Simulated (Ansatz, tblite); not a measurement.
Removing and adding an electron: the cluster SnGe₅. The state is a singlet with charge 0. Geometry: r2SCAN-D4/def2-SVP. Ansatz, gas phase; energy differences of separate SCF runs; the oxidised species was run as a doublet alone; the reduced species was run as a doublet alone.

| atom | x (Å) | y (Å) | z (Å) |
| --- | --- | --- | --- |
| Ge1 | 0.965 | -1.092 | 0.116 |
| Ge2 | -1.052 | 1.008 | -0.126 |
| Ge3 | 1.446 | 1.409 | 0.176 |
| Ge4 | 0.390 | 0.141 | -2.024 |
| Ge5 | -0.104 | 0.138 | 2.059 |
| Sn6 | -1.645 | -1.603 | -0.200 |

In the def2 sets Sn takes a core potential; there is no spin–orbit coupling. The xTB rows come from tblite. HOMO above LUMO, or a gap near zero within one spin, warns that the state may not be the lowest or that an electron is smeared out. The structure comes from a short search, and lower isomers may exist.

| level | −HOMO (eV) | vertical IE (eV) | −LUMO (eV) | vertical EA (eV) | HOMO–LUMO gap (eV) | IE − EA (eV) |
| --- | --- | --- | --- | --- | --- | --- |
| GFN1-xTB | 9.73 | 11.52 | 8.66 | 6.82 | 1.07 | 4.70 |
| GFN2-xTB | 8.49 | 11.33 | 6.79 | 3.94 | 1.71 | 7.39 |

Task: Estimate the rows for PBE-D4/def2-SVP, PBE0-D4/def2-SVP.

Result: 
```csv
level,−HOMO (eV),vertical IE (eV),−LUMO (eV),vertical EA (eV),HOMO–LUMO gap (eV),IE − EA (eV),remarks
PBE-D4/def2-SVP,5.30,7.56,3.29,1.18,2.01,6.38,"HOMO above zero (-1 doublet), gap within one spin near zero (+1 doublet), restricted SCF unstable in HF (singlet)"
PBE0-D4/def2-SVP,6.14,7.68,2.74,1.29,3.40,6.39,"HOMO above zero (-1 doublet), restricted SCF unstable in HF (singlet)"
```

Relaxing the reduced species (r2SCAN-D4/def2-SVPD) changes its energy by -0.57 eV at PBE-D4/def2-SVP, so the adiabatic electron affinity to this nearest minimum is 1.76 eV. At PBE0-D4/def2-SVP it is 1.94 eV.     A HOMO above zero means that the electron is unbound at that level or that self-interaction error raises the level; the energy of removing that electron tells which. Raw xTB energy differences between charge states are shifted by several eV; the methods need an empirical correction for them. Sets without diffuse functions give affinities that are too small.
